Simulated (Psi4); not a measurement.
Psi4 input (wB97X-D/6-31G*):

```
memory 1500 MB

molecule {
0 2
C     1.90141300   -0.05217600   -0.09442400
C     0.70093400   -0.25253800   -0.02282800
C    -0.65139300   -0.45644500    0.05670400
O    -1.55756700    0.56053700    0.05076000
H     2.94865400    0.11205700   -0.15633800
H    -1.10509700   -1.43199200    0.12996600
H    -1.08874900    1.40259100   -0.01642000
symmetry c1
no_reorient
no_com
}

set {
  basis 6-31G*
  reference uks
  scf_type pk
  dft_radial_points 99
  dft_spherical_points 590
  e_convergence 1e-8
  d_convergence 1e-7
  maxiter 150
}

e = energy('wb97x-d')
print_out(f'\nFINAL {e:.10f} DIPOLE {variable("CURRENT DIPOLE")[0]:.6f} {variable("CURRENT DIPOLE")[1]:.6f} {variable("CURRENT DIPOLE")[2]:.6f}\n')
```

From the output:

```
              A
    DOCC [    14 ]
    SOCC [     1 ]
    NA   [    15 ]
    NB   [    14 ]

  @UKS Final Energy:  -191.14530694471642

   => Energetics <=

    Nuclear Repulsion Energy =             95.6979411009050267
    One-Electron Energy =                -447.9938426845465074
    Two-Electron Energy =                 179.0374558739133306
    DFT Exchange-Correlation Energy =     -17.8857458580617070
    Empirical Dispersion Energy =          -0.0011153769265812
    VV10 Nonlocal Energy =                  0.0000000000000000
    Total Energy =                       -191.1453069447164239

  UHF NO Occupations:
  HONO-2 :   13  A 1.9988906
  HONO-1 :   14  A 1.9910159
  HONO-0 :   15  A 1.0000000
  LUNO+0 :   16  A 0.0089841
  LUNO+1 :   17  A 0.0011094
  LUNO+2 :   18  A 0.0005570
  LUNO+3 :   19  A 0.0002723

Computation Completed

Properties will be evaluated at   0.000000,   0.000000,   0.000000 [a0]

Properties computed using the SCF density matrix

 Multipole Moments:

 ------------------------------------------------------------------------------------
     Multipole            Electronic (a.u.)      Nuclear  (a.u.)        Total (a.u.)
 ------------------------------------------------------------------------------------

 L = 1.  Multiply by 2.5417464519 to convert [e a0] to [Debye]
 Dipole X            :          0.3634372           -0.0000076            0.3634296
 Dipole Y            :          0.3011742           -0.0000038            0.3011704
 Dipole Z            :         -0.0340244           -0.0000000           -0.0340244
 Magnitude           :                                                    0.4732255

 ------------------------------------------------------------------------------------

FINAL -191.1453069447 DIPOLE 0.363430 0.301170 -0.034024

*** Psi4 exiting successfully. Buy a developer a beer!
```

The geometry given is a B3LYP-D3(BJ)/def2-TZVP minimum.
